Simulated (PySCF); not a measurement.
NbO₂Cl, SMILES [O]=[Nb](=[O])[Cl], multiplicity 1.

Geometry optimised at PBE-D3(BJ)/def2-SVP. The spin state was assumed, not searched. The def2 effective core potentials stand for the cores of Nb; spin–orbit coupling is left out.

Calculation: PBE/def2-TZVPD run with PySCF.

The molecule is in vacuum.

```yaml
total_energy: -667.56382 hartree
point_group: Cs
highest_occupied_level: -7.20 eV
lowest_empty_level: -4.72 eV
orbital_gap: 2.48 eV
dipole_moment: 4.59 D
quadrupole, principal values (traceless, Buckingham form, about the centre of nuclear charge): -7.12, -6.03, 13.15 D·Å
mean_static_polarisability: 58.3 bohr³ (8.63 Å³)
polarisability_principal_values: 40.7, 60.9, 73.2 bohr³
```
